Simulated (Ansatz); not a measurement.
One change: `B[Si](C)(C)S` becomes `C[Si](C)(F)S`.

Ansatz, PBE0-D4/def2-TZVP geometries, multiplicity 1. Each molecule was computed in one conformer, which needn't be the lowest. `B[Si](C)(C)S` holds a close contact that its SMILES doesn't draw: S···B 2.08 Å.

| property | `B[Si](C)(C)S` |
| --- | --- |
| size of the dipole moment (PBE/def2-TZVPP) / D | 2.85 |
| zero-point energy (PBE0-D4/def2-TZVP) / kJ/mol | 277.7 |
| HOMO energy (ωB97M-V/def2-TZVPP) / eV | -8.85 |
| HOMO–LUMO gap (ωB97M-V/def2-TZVPP) / eV | 10.39 |
| ideal-gas entropy at 298 K and 1 bar (rigid rotor, harmonic PBE0-D4/def2-TZVP) / J/(mol·K) | 370 |
| HOMO–LUMO gap (PBE/def2-TZVPP) / eV | 4.74 |

(1) What does the change do to each property? (An estimate is asked.)

Answers

(1) Ansatz gave: 
```json
{"property": "size of the dipole moment (PBE/def2-TZVPP) / D", "`C[Si](C)(F)S`": "2.63", "shift": "-0.22"}
{"property": "zero-point energy (PBE0-D4/def2-TZVP) / kJ/mol", "`C[Si](C)(F)S`": "226.6", "shift": "-51.1"}
{"property": "HOMO energy (ωB97M-V/def2-TZVPP) / eV", "`C[Si](C)(F)S`": "-9.58", "shift": "-0.73"}
{"property": "HOMO–LUMO gap (ωB97M-V/def2-TZVPP) / eV", "`C[Si](C)(F)S`": "11.52", "shift": "1.13"}
{"property": "ideal-gas entropy at 298 K and 1 bar (rigid rotor, harmonic PBE0-D4/def2-TZVP) / J/(mol·K)", "`C[Si](C)(F)S`": "374", "shift": "4"}
{"property": "HOMO–LUMO gap (PBE/def2-TZVPP) / eV", "`C[Si](C)(F)S`": "5.53", "shift": "0.79"}
```

With PBE0 the HOMO falls by 0.61 eV and the LUMO rises by 0.41 eV, so the gap widens by about 1.02 eV. PBE moves the HOMO by -0.43 eV and ωB97M-V by -0.73 eV. The zero-point energy changes by -51.1 kJ/mol with -6 modes. Dipoles are sizes alone; their direction can turn.

Positive LUMOs are unbound, so they and the gaps depend on the basis.
